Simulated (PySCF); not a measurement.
## C₆ coefficients of unlike pairs at B3LYP

Calculated with PySCF 2.14 from the dipole response of each species, C₆(A,B) = (3/π) ∫ α_A(iu) α_B(iu) du, in atomic units, from isotropic polarisabilities. For ions this is the dispersion term alone; charge-induced terms of lower order in 1/R come first.

| species | configuration | basis | relativity | α (bohr³) | C₆ (like pair) |
| --- | --- | --- | --- | --- | --- |
| S | [Ne] 3s2 3p4 (3P) | x2c-TZVPPall with one added diffuse shell each of s, p, d type (6s6p4d1f) | spin-free X2C | 20.34 | 140.5 |
| Ca | [Ar] 4s2 (1S) | aug-cc-pwCVTZ-X2C with one added diffuse shell each of s, p, d, f type (10s9p7d4f) | spin-free X2C | 151.5 | 2051 |
| Al²⁺ | [Ne] 3s1 (2S) | def2-QZVPPD (10s6p5d2f1g) | none | 12.88 | 33.62 |
| Ni³⁺ | [Ar] 3d7 (4F) | def2-QZVPPD (11s6p5d4f2g) | none | 1.671 | 3.905 |

(1) Estimate C₆ for Al²⁺ with S.

No spin-orbit coupling is included.

The other pairs:

| pair | C₆ |
| --- | --- |
| Ni³⁺, S | 18.73 |
| Ni³⁺, Ca | 46.14 |
| Ca, S | 445.9 |
| Al²⁺, Ca | 244.2 |
| Ni³⁺, Al²⁺ | 8.018 |

## Answers

(1) The integral gives 66.61. The combination rule 2 C_A C_B / (C_A α_B/α_A + C_B α_A/α_B) gives 66.50 and the geometric mean 68.73.
